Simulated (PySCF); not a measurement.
## Static response to an electric field

C4H5OP3.
Atom-mapped SMILES: `[CH3:1][O:2][c:3]1[p:4][cH:5][p:6][cH:7][p:8]1` (hydrogens: H9, H10, H11 on C1; H12 on C5; H13 on C7)

Structure used (PBE0-D3(BJ)/def2-SVP), in Å, numbered top down from 1:
```
atom  x, y, z in Å
C1     2.6160    0.1794   -0.1459
O2     1.6042   -0.7973   -0.1777
C3     0.3132   -0.4383   -0.0613
P4    -0.6985   -1.8888   -0.1497
C5    -2.3188   -1.3379    0.0043
P6    -3.1067    0.1959    0.2142
C7    -1.8093    1.3307    0.2495
P8    -0.0834    1.2677    0.1326
H9     2.6046    0.7365    0.8072
H10    2.5006    0.9018   -0.9728
H11    3.5672   -0.3569   -0.2514
H12   -3.0285   -2.1767   -0.0400
H13   -2.1521    2.3673    0.3772
```

Level: CAM-B3LYP/def2-SVPD (PySCF), static field, nuclei fixed, core orbitals frozen in the response. The polarisability tensor in these axes (au):

```
x   171.15   1.07  -5.65
y     1.07 138.80   6.11
z    -5.65   6.11  79.36
```

Q: Give the principal values, the mean and the anisotropy Δα = √{½[(α1 − α2)² + (α2 − α3)² + (α1 − α3)²]}.

A: Principal values 78.39, 139.42 and 171.51 au; mean 129.77 au = 19.23 Å³ = 21.40 × 10⁻⁴⁰ C²·m²/J; Δα = 81.94 au (63 % of the mean).

Q: What is the dipole moment, and where does it point?

A: (1.48, 0.84, -0.01) D, 1.70 D in size, pointing from the negative to the positive side. Measured along this direction, the outermost atoms are H12 at the negative end and H11 at the positive end.

Q: Give the eigenvalues of the traceless quadrupole moment Θ = ½Σq(3rr − r²1), origin at the centre of nuclear charge.

A: -5.13, -3.42, 8.55 D·Å. The values depend on the origin, since the dipole doesn't vanish. The electronic extent ⟨r²⟩ about the same centre is 1566 bohr², a root-mean-square distance of 2.31 Å for the 82 electrons.

Q: What depolarisation ratio follows for Rayleigh scattering of linearly polarised light, taking the static tensor?

A: ρ = 3Δα²/(45ᾱ² + 4Δα²) = 20141.5/(757839 + 26855.4) = 0.0257.

Q: What molar refraction does this α imply?

A: Lorentz–Lorenz: R = (4π/3)N_A α = 2.5225 cm³/(mol·Å³) × 19.23 Å³ = 48.5 cm³/mol, in the limit of long wavelengths.

Q: Along which axes do the principal values lie, and how far do the nuclei extend along each?

A: Largest value along (1.00, 0.02, -0.06), where the nuclei span 6.68 Å; middle along (-0.02, 0.99, 0.10), 4.55 Å; least along (0.06, -0.10, 0.99), 1.79 Å. The response follows the extents in order.

The structure is a single PBE0-D3(BJ)/def2-SVP conformer in the gas phase; no vibrational or solvent corrections.
